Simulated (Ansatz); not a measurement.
Consider the ligand exchange at the Si–O bond: `N[Si](N)(O)[SiH3]` + HCl → `N[Si](N)([SiH3])Cl` + H₂O.

Program: Ansatz. Geometries: PBE0-D4/def2-TZVP. ΔE: electronic, gas phase. CCSD(T)/CBS adds triple-zeta CCSD(T) − MP2 to the extrapolated MP2 energy (def2 sets, frozen cores). This one scheme is used for every species. DFT in def2-TZVPP. Each species was taken in one conformer, which may not be the lowest.

```csv
species,PBE energy (Eh)
`N[Si](N)(O)[SiH3]`,-768.22561
HCl,-460.62738
`N[Si](N)([SiH3])Cl`,-1152.47617
H₂O,-76.38007
```

Task: Work out ΔE.

Result: ΔE = (-1152.47617) + (-76.38007) − (-768.22561) − (-460.62738) = -0.00325 Eh = -2.0 kcal/mol. CCSD(T)/CBS gives -1.6 kcal/mol.

Largest T1 diagnostic among the species: 0.012.

The D4 term adds −1.0 kcal/mol with B3LYP and −0.5 kcal/mol with PBE0; it sums over pairs of atoms, weighted by their polarisabilities, and B3LYP, whose exchange is more repulsive, gets the larger term.

B3LYP here is the variant with VWN-RPA as its local correlation; programs differ in this.
